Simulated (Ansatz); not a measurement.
**Relative stability**

Two relaxed structures of Si2H3F2 (charge +1), singlet (PBE0-D4/def2-TZVP; forces vanish, vibrations not checked).

A:

F1  (-0.295, -1.597, 1.268)
Si2  (0.709, -0.718, 0.448)
F3  (1.209, -1.434, -0.853)
Si4  (-0.790, 0.941, -0.488)
H5  (1.788, -0.144, 1.257)
H6  (-0.684, 2.405, -0.294)
H7  (-1.936, 0.546, -1.337)
(Å)

B:

```
atom    x (Å)    y (Å)    z (Å)
  F1   0.5878  -2.3519   0.1154
 Si2   0.7834  -0.8348   0.3951
  F3   0.9263  -0.0274  -1.1898
 Si4  -0.6854   0.6026  -0.5093
  H5   1.9874  -0.5223   1.1729
  H6  -0.5146   2.0548  -0.3426
  H7  -1.7259   0.1008  -1.4207
```

Computed with Ansatz 0.2.0 (basis: def2-TZVPP); correlated methods freeze the cores. B3LYP uses VWN-RPA correlation.

Which structure is lower at CCSD(T), and by how much? (Judge from chemistry; the value comes from the calculation.)

By the calculation: A, by 12.8 kJ/mol (electronic energy, against the other). By their contacts, A is Si₂H₃F₂ ([F][SiH]([F])[SiH2]), total charge +1 and B is Si₂H₃F₂ ([F][SiH]1[F][SiH2]1), total charge +1.

Do the other methods give the same order? (Judge from chemistry; the calculation decides.)

By the calculation: Not all: PBE-D4, r2SCAN-D4 give the other order.

| method | E(B) − E(A) (kJ/mol) |
| --- | --- |
| PBE-D4 | -3.7 |
| r2SCAN-D4 | -2.4 |
| PBE0-D4 | 4.5 |
| B3LYP-D4 | 11.5 |
| wB97M-V | 2.5 |
| HF | 43.4 |
| MP2 | 9.9 |
| CCSD | 18.2 |
| CCSD(T) | 12.8 |

No T1 diagnostic of these runs exceeds 0.014.

Labels in which every atom is bracketed show which atoms are joined, not bond orders.

For scale, one of the runs: CCSD(T)/def2-TZVPP, 188 basis functions, launched by `ansatz run in.yaml --threads 2 --pin off --events-out ev --progress --plain --max-ram 4352MiB`. The run took 59 s on 2 CPU threads of an Arm Neoverse V1 (shared host), with 1.9 GiB of host memory at its peak.
